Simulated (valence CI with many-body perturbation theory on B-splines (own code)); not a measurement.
**Ga18+: calculated level list**

Method: valence CI with perturbative core correlation (CI+MBPT): three valence electrons over a frozen Dirac-Fock core [Ne], radial functions for each j: 11 s, 11 p, 10 d, 8 f, 5 g, 2 h, with the one-electron correlation potential Σ1, the two-electron term Σ2, the three-electron term Σ3, Breit, model QED; selected CI, second order for the rest, scaled by the run's own slope (own B-spline code, finite nucleus).

No measured spectrum was set against this ion. As an estimate, levels of excited configurations hold to 0.05 to 0.15 % of their energy, terms of the ground configuration to about 0.5 %.

Levels 46 to 90 of 153, with energies above the lowest level, 3s2.3p 2P°_1/2. "Leading %" is the weight of the configuration and term that name the level; weights of strongly mixed levels are sums over their largest components and can fall short. Lifetimes count E1, E2, E3, M1 and M2 decay at the calculated energies, and are blank where another channel may lead or the interval is too uncertain; long ones can be off by a factor of two.

```
No.  Configuration  Term     J  E (cm⁻¹)  Leading %      g  Lifetime
 46         3p2.3d    2P   3/2   1349700         64  1.203   29.1 ps
 47         3p2.3d    4D   1/2   1356700         79  0.145   30.9 ps
 48         3p2.3d    4F   9/2   1362600         82  1.293   41.7 ps
 49         3p2.3d    4D   3/2   1373200         65  1.226   28.2 ps
 50         3p2.3d    4D   5/2   1374100         76  1.320   30.0 ps
 51         3p2.3d    2P   1/2   1396900         70  0.612   24.6 ps
 52         3p2.3d    4D   7/2   1397100         75  1.359   33.2 ps
 53         3p2.3d    2G   7/2   1403000         80  0.922   79.1 ps
 54         3p2.3d    4P   5/2   1415000         51  1.405   12.9 ps
 55         3p2.3d    2G   9/2   1418100         73  1.149   71.3 ps
 56         3p2.3d    4P   3/2   1422000         41  1.241   12.8 ps
 57         3p2.3d    4P   1/2   1436400         85  2.436   10.2 ps
 58         3p2.3d    4P   3/2   1444700         48  1.271   12.1 ps
 59         3p2.3d    2D   5/2   1444800         45  1.368   13.1 ps
 60         3p2.3d    2P   1/2   1473000         68  0.841   18.4 ps
 61         3p2.3d    2D   3/2   1474200         66  0.955   24.5 ps
 62         3p2.3d    2F   5/2   1499800         74  0.901   11.2 ps
 63         3p2.3d    2P   3/2   1502000         50  1.183   18.2 ps
 64         3p2.3d    2S   1/2   1503300         75  1.962   15.8 ps
 65         3p2.3d    2F   7/2   1518400         85  1.137   11.0 ps
 66         3p2.3d    2D   5/2   1518500         88  1.194   24.9 ps
 67         3s.3d2    4F   3/2   1533300        100  0.399   13.3 ps
 68         3s.3d2    4F   5/2   1535900         99  1.028   13.7 ps
 69         3s.3d2    4F   7/2   1539400        100  1.237   14.3 ps
 70         3s.3d2    4F   9/2   1543800        100  1.332   15.1 ps
 71         3s.3d2    4P   1/2   1580600         99  2.667   11.2 ps
 72         3p2.3d    2D   5/2   1580800         84  1.169   9.95 ps
 73         3s.3d2    4P   3/2   1582200         99  1.731   11.5 ps
 74         3s.3d2    4P   5/2   1584300         98  1.595   11.7 ps
 75         3p2.3d    2D   3/2   1589800         92  0.804   9.87 ps
 76         3s.3d2    2D   3/2   1635500         80  0.800   10.0 ps
 77         3s.3d2    2D   5/2   1635800         80  1.200   10.2 ps
 78         3s.3d2    2G   7/2   1638100         89  0.888   17.8 ps
 79         3s.3d2    2G   9/2   1638800         88  1.110   17.3 ps
 80         3s.3d2    2F   5/2   1689500         70  0.860   8.76 ps
 81         3s.3d2    2F   7/2   1693300         74  1.142   9.32 ps
 82         3s.3d2    2P   1/2   1728600         60  0.889   7.15 ps
 83         3s.3d2    2P   3/2   1735400         71  1.331   7.34 ps
 84         3s.3d2    2S   1/2   1738800         74  1.778   8.35 ps
 85         3p.3d2   4G°   5/2   1857100         90  0.599   50.6 ps
 86         3p.3d2   4G°   7/2   1870000         94  0.992   49.3 ps
 87         3p.3d2   4G°   9/2   1886300         94  1.174   46.6 ps
 88         3p.3d2   2F°   5/2   1900600         50  0.999   29.4 ps
 89         3p.3d2   4G°  11/2   1909500        100  1.272   46.3 ps
 90         3p.3d2   2D°   3/2   1912600         66  0.854   21.9 ps
```

Names give the largest LS component (configuration and term), which can be under half, so a name can repeat, a term be missing and a line seem to break the LS rules; names also repeat where a configuration has a term twice.
